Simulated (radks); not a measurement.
Values are calculated unless marked as measured or tabulated.
Task: Yb, configuration [Xe] 4f14 6s2 (the NIST ground configuration). Code: a radial shooting solver on a logarithmic mesh with Libxc functionals. Model: Dirac Kohn-Sham, Slater X-alpha with alpha = 0.895, spin-unpolarised, spherical densities, finite nucleus; Fermi nuclear charge, rms radius 5.3108 fm. Some entries of the table are withheld. Estimate them.

orbital,occ.,eigenvalue (eV),<r^2> (bohr^2),<r> (bohr)
1s1/2,2,-61331.11,0.0005292,0.01965
2s1/2,2,-10419.33,0.008122,0.08260
2p1/2,2,-9954.472,(1),0.06853
2p3/2,4,-8899.146,(2),0.07603
3s1/2,2,-2355.771,0.05328,0.2156
3p1/2,2,-2147.784,0.04905,0.2052
3p3/2,4,-1922.959,0.05575,0.2192
3d3/2,4,(3),0.04354,0.1925
3d5/2,6,(4),0.04539,0.1968
4s1/2,2,-465.9742,0.2669,0.4859
4p1/2,2,-381.0557,0.2771,(5)
4p3/2,4,-329.9816,0.3144,(6)
4d3/2,4,-189.2090,0.3507,0.5493
4d5/2,6,-179.8428,0.3654,0.5608
5s1/2,2,-57.3503,1.618,1.198
5p1/2,2,-34.0602,2.077,1.349
5p3/2,4,-27.7106,2.457,1.466
4f5/2,6,(7),(8),(9)
4f7/2,8,(10),(11),(12)
6s1/2,2,-4.3204,16.02,3.747

Result: 
(1) 2p1/2 <r^2> (bohr^2): 0.005827
(2) 2p3/2 <r^2> (bohr^2): 0.007035
(3) 3d3/2 eigenvalue (eV): -1565.432
(4) 3d5/2 eigenvalue (eV): -1516.026
(5) 4p1/2 <r> (bohr): 0.4930
(6) 4p3/2 <r> (bohr): 0.5254
(7) 4f5/2 eigenvalue (eV): -7.6530
(8) 4f5/2 <r^2> (bohr^2): 0.7441
(9) 4f5/2 <r> (bohr): 0.7421
(10) 4f7/2 eigenvalue (eV): -6.2453
(11) 4f7/2 <r^2> (bohr^2): 0.7907
(12) 4f7/2 <r> (bohr): 0.7609
